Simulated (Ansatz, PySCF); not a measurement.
System: TeF$_{3}$ (charge +1, singlet). 
Structure (B3LYP-D3(BJ)/def2-TZVP (Ansatz, a first-principles code) minimum search):
```xyz
4

Te    -0.0022    -0.0188     0.3232
F      1.3523    -0.7517    -0.6590
F      0.0133     1.5953    -0.5318
F     -1.3527    -0.7350    -0.6767
```
Charge +1, spin multiplicity 1.

Total electronic energies in hartree. Cores are frozen in the correlated levels unless marked. Spin-orbit coupling is left out. Frozen are the shells of the preceding noble gas and the d and f shells that filled before the atom's block. Past Kr the def2 sets carry scalar-relativistic core potentials. STO-3G rows are all-electron and non-relativistic. CBS marks a two-point X^-3 extrapolation of the correlation energy; Hartree-Fock from the larger set. The bracket is a focal-point correction in the basis named.

```
level                                                                 program  energy (Eh)
-------------------------------------------------------------  --------------  -----------
HF/def2-TZVPPD                                                         Ansatz   -565.14349
HF/def2-QZVPP                                                          Ansatz   -565.16643
HF-D4/def2-TZVPD                                                PySCF + dftd4   -565.15197
PBE-D3(BJ)/def2-TZVPD                                          Ansatz + dftd3   -567.11909
B97M-V/def2-TZVPD                                                      Ansatz   -567.28500
PBE0-D4/def2-TZVP                                              Ansatz + dftd4   -567.10910
PBE0/def2-QZVPP                                                        Ansatz   -567.13385
TPSSh-D3(BJ)/def2-TZVPD                                         PySCF + dftd3   -567.29630
TPSSh/def2-TZVPD                                                        PySCF   -567.29386
r2SCAN0/def2-TZVPD                                                     Ansatz   -567.29005
HSE06-D3(BJ)/def2-TZVPD                                        Ansatz + dftd3   -567.09871
CAM-B3LYP/def2-TZVPD                                                   Ansatz   -567.31525
LC-wPBE-D3(BJ)/def2-TZVPD                                      Ansatz + dftd3   -567.25775
B2GP-PLYP-D3(BJ)/def2-TZVPD                                    Ansatz + dftd3   -566.83959
MP2/def2-TZVPPD                                                        Ansatz   -566.04479
RI-MP2/def2-QZVPP                                                      Ansatz   -566.14647
RI-MP2/CBS(def2-TZVPP,def2-QZVPP)                                      Ansatz    -566.2090
RI-MP2/CBS(def2-TZVPPD,def2-QZVPPD)                                    Ansatz    -566.2065
CCSD/STO-3G                                                            Ansatz  -6840.99597
CCSD/def2-TZVPPD                                                       Ansatz   -566.04069
CCSD(T)/STO-3G                                                         Ansatz  -6841.00518
RI-MP2/CBS(def2-TZVPPD,def2-QZVPPD)+[CCSD(T)-MP2]/def2-SVPD            Ansatz    -566.2281
RI-MP2/CBS(def2-TZVPPD,def2-QZVPPD)+[CCSD(T)-MP2]/def2-TZVPPD          Ansatz    -566.2348
```

Totals of different functionals don't rank their quality; only differences between species are comparable.
